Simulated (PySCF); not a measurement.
Working with the constants of BrF⁺

MN15 constants of BrF⁺, ²Π (doublet), unpaired electrons π ↑ (basis Br aug-cc-pVDZ-PP with ECP10, F aug-cc-pVDZ; scalar-relativistic core potentials; PySCF 2.14; masses 78.9183 and 18.9984 u):

- ωe: 817.4 cm⁻¹
- ωexe: 3.69 cm⁻¹
- Be: 0.38494 cm⁻¹
- αe: 0.00235 cm⁻¹
- De to Br⁺ + F: 2.63 eV

Task: What force constant and bond length do these constants imply?

Result: Reduced mass μred = 15.312 u; k = 5.8918×10⁻⁷·μred·ωe² (u, cm⁻¹, mdyn/Å) = 6.03 mdyn/Å; Re = √(16.8576/(μred·Be)) (u, cm⁻¹, Å) = 1.691 Å.

Task: Estimate the centrifugal constant D from the Kratzer relation and find the Dunham coefficient a1.

Result: D = 4Be³/ωe² = 3.41e-07 cm⁻¹; a1 = −1 − αeωe/(6Be²) = -3.16.

Spin–orbit coupling is left out. For an ion De counts to the pair picked by the measured ionisation energies or electron affinities, which need not be the lowest pair at this level. The state is the lowest determinant that a PBE0 search found; another state may lie lower at other levels.
